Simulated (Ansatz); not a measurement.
The cluster B₇⁻. Charge -1, multiplicity 1. Geometry PBE-D4/def2-SVPD.

Cartesian coordinates in Å:
```
B -0.8197 -0.5264 -1.1453
B -0.5494 0.1068 1.6552
B -1.2956 -0.6102 0.4576
B 0.4364 0.2822 -1.6674
B 1.4293 0.1490 -0.4424
B -0.1545 0.5336 -0.0182
B 0.9535 0.0650 1.1605
```

HSE06 is defined as in plane-wave codes, on full-range PBE exchange. The restricted singlet is unstable towards broken spin symmetry in Hartree–Fock (as tested in another run); at PBE-D4/def2-TZVPD, r2SCAN-D4/def2-TZVPD, PBE0-D4/def2-SVPD, PBE0-D4/def2-TZVPD and others this wasn't settled. The structure comes from a short search, and lower isomers may exist.

(1) Estimate the orbital energies around the gap (eV) in Ansatz with PBE-D4/def2-TZVPD, r2SCAN-D4/def2-TZVPD, PBE0-D4/def2-SVPD, PBE0-D4/def2-TZVPD, HSE06-D4/def2-TZVPD.

## Answers

(1) 
```tsv
orbital	PBE-D4/def2-TZVPD	r2SCAN-D4/def2-TZVPD	PBE0-D4/def2-SVPD	PBE0-D4/def2-TZVPD	HSE06-D4/def2-TZVPD
HOMO−13	-172.96	-176.28	-180.82	-180.47	-180.04
HOMO−12	-172.21	-175.53	-180.05	-179.79	-179.36
HOMO−11	-172.21	-175.52	-180.05	-179.79	-179.36
HOMO−10	-13.42	-14.38	-15.69	-15.78	-15.35
HOMO−9	-9.64	-10.38	-11.56	-11.65	-11.23
HOMO−8	-8.82	-9.49	-10.62	-10.71	-10.28
HOMO−7	-4.82	-5.25	-6.21	-6.26	-5.85
HOMO−6	-4.02	-4.36	-5.28	-5.36	-4.95
HOMO−5	-3.97	-4.35	-5.20	-5.24	-4.83
HOMO−4	-3.07	-3.34	-4.12	-4.13	-3.73
HOMO−3	-2.26	-2.49	-3.50	-3.47	-3.07
HOMO−2	-1.71	-1.89	-2.67	-2.66	-2.27
HOMO−1	-1.48	-1.67	-2.45	-2.44	-2.05
HOMO	-0.37	-0.46	-1.06	-1.06	-0.69
LUMO	1.05	1.23	1.91	1.89	1.52
LUMO+1	1.95	2.10	2.68	2.64	2.30
LUMO+2	1.98	2.15	2.87	2.78	2.40
LUMO+3	2.16	2.44	3.06	2.94	2.59
LUMO+4	2.71	2.94	3.47	3.39	3.06
LUMO+5	3.25	3.87	4.59	3.66	3.40
```
